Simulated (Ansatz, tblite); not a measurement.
Removing and adding an electron: [Cu(H2O)2]+ (CuO₂H₄⁺). Total charge 1; singlet. Geometry: PBE0-D4/def2-TZVP. Ansatz, gas phase; energy differences of separate SCF runs; the oxidised species was run as a doublet alone; the reduced species was run as a doublet alone.

```xyz
7

Cu   -0.0015    0.0016   -0.0015
O    -1.2993   -1.3859   -0.1588
H    -2.2033   -1.2455   -0.4598
H    -1.2720   -2.2080    0.3420
O     1.2933    1.3922    0.1529
H     1.3139    2.1731   -0.4103
H     2.1689    1.2725    0.5355
```

The xTB rows come from tblite. Correlated methods freeze 11 core orbitals.

```csv
level,−HOMO (eV),vertical IE (eV),−LUMO (eV),vertical EA (eV),HOMO–LUMO gap (eV),IE − EA (eV)
GFN1-xTB,15.58,18.93,10.88,7.99,4.70,10.94
GFN2-xTB,14.83,–,7.63,4.87,7.20,–
HF/def2-TZVPP,–,12.21,–,–,–,–
PBE-D4/def2-TZVP,10.72,15.35,6.85,4.40,3.87,10.95
r2SCAN-D4/def2-TZVP,10.75,15.23,6.39,4.18,4.36,11.05
PBE0-D4/def2-TZVP,12.37,15.23,5.75,4.10,6.61,11.14
MP2/def2-TZVPP,–,16.13,–,–,–,–
CCSD/def2-TZVPP,–,14.90,–,–,–,–
CCSD(T)/def2-TZVPP,–,15.15,–,–,–,–
```

   Raw xTB energy differences between charge states are shifted by several eV; the methods need an empirical correction for them.
